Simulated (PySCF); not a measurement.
This PySCF input asks for the NMR shieldings of SMILES CC1=C[C@H]1B(Cl)Cl, C₄H₅BCl₂; the geometry comes from GFN2-xTB.

```python
import basis_set_exchange as bse
import numpy as np
from pyscf import gto, dft
from pyscf.prop import nmr

atoms = """
C    -1.805799    0.477022    0.179712
C    -0.635422   -0.388965    0.094957
C     0.022170   -1.453749   -0.201162
C     0.862477   -0.345975    0.455158
B     1.841477    0.508217   -0.372784
Cl    3.246623    1.204847    0.343607
Cl    1.538464    0.805838   -2.050550
H    -2.690687   -0.041570   -0.183980
H    -1.966444    0.788181    1.211808
H    -1.640429    1.372129   -0.419890
H     0.130235   -2.432113   -0.592378
H     1.098532   -0.494548    1.509475
"""
names = dict.fromkeys(["C", "B", "Cl", "H"], "pcSseg-1")
basis = {el: gto.basis.parse(bse.get_basis(n, elements=[el], fmt="nwchem")) for el, n in names.items()}
mol = gto.M(atom=atoms, basis=basis, charge=0, verbose=0)
mf = dft.RKS(mol, xc="PBE0")
mf.grids.level = 2
mf.grids.alignment = dft.numint.BLKSIZE   # the property module wants whole blocks of grid points
mf.conv_tol = 1e-9
mf.kernel()

calc = nmr.RKS(mf)   # GIAO
C = mf.mo_coeff
Co = C[:, mf.mo_occ > 0]
resp = mf.gen_response(singlet=True, hermi=2)
def vind(x):   # induced exchange potential for any number of trial vectors
    d = np.einsum("pi,xij,qj->xpq", C, 2 * x.reshape(-1, C.shape[1], Co.shape[1]), Co, optimize=True)
    return np.einsum("xpq,pi,qj->xij", resp(d - d.transpose(0, 2, 1)), C, Co, optimize=True).ravel()
mo1, _ = nmr.rhf.solve_mo1(calc, with_cphf=vind)
sigma = calc.kernel(mo1)
for i, s in enumerate(sigma):   # ppm
    print("%2d %-2s %9.2f" % (i, mol.atom_pure_symbol(i), np.trace(s) / 3))
```

**Question.** What are the results?

**Answer.** 
```
 0 C     172.77
 1 C      64.63
 2 C      83.25
 3 C     161.64
 4 B      38.79
 5 Cl    691.71
 6 Cl    723.84
 7 H      29.13
 8 H      29.47
 9 H      29.41
10 H      25.53
11 H      30.30
```

These numbers come from an equivalent density-fitted implementation of the same equations, which agrees with the script to about 0.01 ppm for H and up to a few tenths of a ppm for heavy atoms, so last digits may differ.

Size and cost of the density-fitted run: 158 basis functions, 76 s wall time on 1 thread of an Intel Xeon, shared host; peak memory 0.74 GiB.
